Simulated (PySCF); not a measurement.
CH8N2OSi, SMILES [Si](O)(C)(N)N.

The structure is a stationary point at PBE-D3(BJ)/def2-SVP. Other conformers were not sampled.

Method: SMD-M06-2X/def2-SVP (PySCF).

Solvation free energies are E(SMD) − E(gas) at the gas-phase geometry, for 1 M in both phases. In vacuum the dipole moment is 1.40 D.

| solvent | ΔG(solv) (kcal/mol) | its non-electrostatic (CDS) part | dipole (D) |
|---|---|---|---|
| water | -6.2 | 4.7 | 1.79 |
| benzene | -2.7 | 0.7 | 1.50 |
| methanol | -8.2 | 2.4 | 1.78 |
